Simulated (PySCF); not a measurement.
## Polarisability and C₆ of Ru(2+) (ruthenium, charge +2)

[Kr] 4d6, high-spin 5D determinant. Calculation: PySCF 2.14, in aug-cc-pVTZ-DK; scalar relativity by spin-free X2C-1e. Coupled (time-dependent) response in atomic units; α is the mean over directions.

```json
{"method": "r2SCANh", "mean α (bohr³)": "8.184", "α xx, yy, zz": "8.507, 8.507, 7.540", "C₆ (like pair)": "44.67", "S(−4)": "19.04"}
```

S(−4) is the Cauchy moment in α(ω) = α(0) + S(−4) ω² + …

Spin-orbit coupling is absent.

α(iu) at r2SCANh:

```json
{"u (hartree)": "0", "α(iu) (bohr³)": "8.184"}
{"u (hartree)": "0.0500", "α(iu) (bohr³)": "8.137"}
{"u (hartree)": "0.100", "α(iu) (bohr³)": "8.002"}
{"u (hartree)": "0.200", "α(iu) (bohr³)": "7.530"}
{"u (hartree)": "0.300", "α(iu) (bohr³)": "6.923"}
{"u (hartree)": "0.500", "α(iu) (bohr³)": "5.721"}
{"u (hartree)": "0.750", "α(iu) (bohr³)": "4.530"}
{"u (hartree)": "1.00", "α(iu) (bohr³)": "3.654"}
{"u (hartree)": "1.50", "α(iu) (bohr³)": "2.497"}
{"u (hartree)": "2.00", "α(iu) (bohr³)": "1.795"}
{"u (hartree)": "3.00", "α(iu) (bohr³)": "1.034"}
{"u (hartree)": "5.00", "α(iu) (bohr³)": "0.4578"}
```

For an ion, C₆ is the dispersion term alone; charge-induced terms of lower order in 1/R come first.

The components differ because the open shell of this determinant is not spherical; for a pure term their mean is the scalar polarisability.
